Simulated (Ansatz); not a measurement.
Species: C3H4S, charge 0, singlet. C3H4S (SMILES C(C#C)S).
B3LYP-D3(BJ)/def2-TZVP minimum from Ansatz (a first-principles code):
```
C
H 1 1.0901
H 1 1.0901 2 108.80
C 1 1.4484 2 110.20 3 120.93
C 4 1.1990 3 151.13 1 178.53
H 5 1.0622 3 161.46 1 179.39
S 1 1.8467 2 109.04 3 -118.83
H 7 1.3443 1 95.58 2 59.34
```

Total energies in hartree (Ansatz). Radicals and triplets start from unrestricted determinants; spin-orbit coupling is neglected. Correlated methods leave the cores frozen. No relativity. Where a partner has so few electrons that a lower coupled-cluster level is exact, that level stands in.

```tsv
species	HF/cc-pV(T+d)Z	CCSD(T)/cc-pV(T+d)Z	HF/cc-pV(Q+d)Z	CCSD(T)/cc-pV(Q+d)Z	CCSD(T)/cc-pV(D+d)Z	CCSDT(Q)/cc-pV(D+d)Z
1: C3H4S (prop-2-yne-1-thiol, SMILES C#CCS)	-513.44965	-514.16769	-513.46074	-514.21929	-513.98826	-513.99083
2: C (triplet)	-37.69157	-37.78076	-37.69331	-37.78654	-37.76038	-37.76071
3: S (triplet)	-397.50938	-397.65444	-397.51264	-397.66785	-397.60412	-397.60456
4: H (doublet)	-0.49981	-0.49981	-0.49995	-0.49995	-0.49928	-0.49928
```

**Question.** Work out the atomisation energy (electronic, to ground-state atoms) in kcal/mol: take Hartree-Fock from cc-pV(Q+d)Z, extrapolate the CCSD(T) correlation energy as X^-3 (X = 3, 4), and add CCSDT(Q) - CCSD(T) in cc-pV(D+d)Z. 1 hartree = 627.51 kcal/mol.

**Answer.** 
Species 1: correlation (64·(-0.75855) - 27·(-0.71804))/37 = -0.78811; step -0.00257; E1 = -513.46074 + (-0.78811) + (-0.00257) = -514.25142
Species 2: correlation (64·(-0.09323) - 27·(-0.08919))/37 = -0.09618; step -0.00033; E2 = -37.69331 + (-0.09618) + (-0.00033) = -37.78982
Species 3: correlation (64·(-0.15521) - 27·(-0.14506))/37 = -0.16262; step -0.00044; E3 = -397.51264 + (-0.16262) + (-0.00044) = -397.67570
Species 4: correlation (64·(0.00000) - 27·(0.00000))/37 = 0.00000; step +0.00000; E4 = -0.49995 + (0.00000) + (+0.00000) = -0.49995
-1·E1 +3·E2 +1·E3 +4·E4 = 1.20646 hartree = 757.1 kcal/mol.
